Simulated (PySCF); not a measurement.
# Al³⁺ (aluminium, charge +3): UHF calculation

Configuration: [Ne], closed-shell 1S. Computed with PySCF 2.14 in aug-cc-pV(5+d)Z, with the non-relativistic Hamiltonian (point nucleus).

```json
{
 "Total energy": "-240.000291 hartree",
 "One-electron energy": "-321.2827 hartree",
 "Hartree (Coulomb) energy": "98.7308 hartree",
 "Exchange energy": "-17.4484 hartree",
 "Kinetic energy": "239.99529 hartree",
 "⟨S²⟩": "0.0000",
 "⟨L²⟩": "0.000",
 "Sum of ⟨r⟩": "5.055 bohr",
 "Sum of ⟨r²⟩": "3.635 bohr²",
 "Density at the nucleus (Gaussians lack the cusp)": "1390 bohr⁻³",
 "Langevin diamagnetic susceptibility": "-2.88 ×10⁻⁶ cm³/mol"
}
```

```csv
shell,electrons,mean orbital energy (eV),"rms radius, mean of both spins (bohr)"
1s,2,-1627.0,0.139
2s,2,-167.38,0.676
2p,6,-121.69,0.668
```
